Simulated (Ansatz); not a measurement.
`[OH][Sc]([OH])[F]` + `N[CH2][GeH2][SiH3]` → `[NH2][Sc]([OH])[F]` + `O[CH2][GeH2][SiH3]`  (redistribution)

Program: Ansatz. Geometries: PBE0-D4/def2-TZVP. ΔE: electronic, gas phase. CBS: MP2 limit from def2 TZ/QZ plus the TZ coupled-cluster correction, frozen cores. Functionals use def2-TZVPP. For Ge, Sc outer-core shells are correlated without core-valence functions, which leaves a few kJ/mol of doubt a bond. Scalar relativity is left out up to krypton. Each species was taken in one conformer, which may not be the lowest.

```json
{"level": "PBE0-D4", "ΔE (kcal/mol)": "20.8", "difference from CCSD(T)/CBS": "-1.0"}
{"level": "PBE", "ΔE (kcal/mol)": "19.5", "difference from CCSD(T)/CBS": "-2.3"}
{"level": "r2SCAN", "ΔE (kcal/mol)": "20.5", "difference from CCSD(T)/CBS": "-1.3"}
{"level": "PBE0", "ΔE (kcal/mol)": "20.4", "difference from CCSD(T)/CBS": "-1.4"}
{"level": "HF/def2-TZVPP", "ΔE (kcal/mol)": "21.4", "difference from CCSD(T)/CBS": "-0.4"}
{"level": "CCSD/def2-TZVPP", "ΔE (kcal/mol)": "21.7", "difference from CCSD(T)/CBS": "-0.1"}
{"level": "CCSD(T)/def2-TZVPP", "ΔE (kcal/mol)": "21.6", "difference from CCSD(T)/CBS": "-0.2"}
{"level": "HF/def2-QZVPP", "ΔE (kcal/mol)": "21.2", "difference from CCSD(T)/CBS": "-0.6"}
{"level": "MP2/def2-QZVPP", "ΔE (kcal/mol)": "23.1", "difference from CCSD(T)/CBS": "1.3"}
{"level": "HF/CBS(def2)", "ΔE (kcal/mol)": "21.2", "difference from CCSD(T)/CBS": "-0.6"}
{"level": "CCSD(T)/CBS", "ΔE (kcal/mol)": "21.8", "difference from CCSD(T)/CBS": "0"}
```

Largest T1 diagnostic among the species: 0.016.

The D4 term adds +0.8 kcal/mol with B3LYP and +0.4 kcal/mol with PBE0; it sums over pairs of atoms, weighted by their polarisabilities, and B3LYP, whose exchange is more repulsive, gets the larger term. From PBE to PBE0 (25 % exact exchange), in def2-TZVPP and without D4, ΔE moves by +0.9 kcal/mol.

B3LYP here is the variant with VWN-RPA as its local correlation; programs differ in this.
